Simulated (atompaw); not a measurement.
## Building the PAW (atompaw) potential for Ti (Z = 22) (LDA (PW92), scalar-relativistic).

The input file (atompaw 4.2.0.5):

```
Ti 22
LDA-PW scalarrelativistic loggrid 1500 logderivrange -9 5 351
4 4 3 0 0 0
4 0 0
4 1 0
3 2 1
0 0 0
c
c
v
v
c
v
v
v
2
2.20 1.75 2.05 1.50
n
n
y
-2.2
n
bloechl sinc
bessel
PWSCFOUT
UPFDX 0.0125d0 UPFXMIN -7.d0 UPFZMESH 22.d0
END
```

Command:

```bash
atompaw < Ti.input > Ti.log
```

Resulting log (summary file):

```
[... start of the log left out ...]

 Radial integration grid is logarithmic
 r0 =   3.7230371E-04 h =   8.1906817E-03   n =      1500 rmax =   8.0000000E+01

 Scalar relativistic calculation

 SCatom converged in   1 iterations
   nz     =  22.00
   delta  =       4.481755427677E-18

 Valence Electron Orbital energies:
  n  l      occupancy      energy
   3  0      2.0000000E+00 -6.9639578E+00
   4  0      0.0000000E+00 -1.9330712E+00
   3  1      6.0000000E+00 -5.2128422E+00
   4  1      0.0000000E+00 -1.5204967E+00
   3  2      1.0000000E+00 -2.5679387E+00

 Total energy
   Total                    :    -1699.88341481761790
   Valence                  :     -175.87973912438358

 PAW parameters:
       lmax =            2
         rc =    2.2129898539907571
        irc =         1062
   rc_shape =    1.7593809629146973
    rc_vloc =    2.0556980430715082
    rc_core =    1.5057685558396783

iter nodes cp cpmin cpmax 999 1 4.0859350E+01 1.3507475E+01 4.1176505E+01
iter nodes del 999 1 4.7490277955510622
bsolv iter cp 1000 40.532074693746281
iter nodes cp cpmin cpmax 1000 1 4.0532075E+01 1.3507475E+01 4.1176505E+01
iter nodes del 1000 1 8.4524326071130087
terminating projector 1000
```

The run stopped because the iteration for the Blöchl projector did not settle.

The run took about 0.97 s on one core of a shared server CPU.
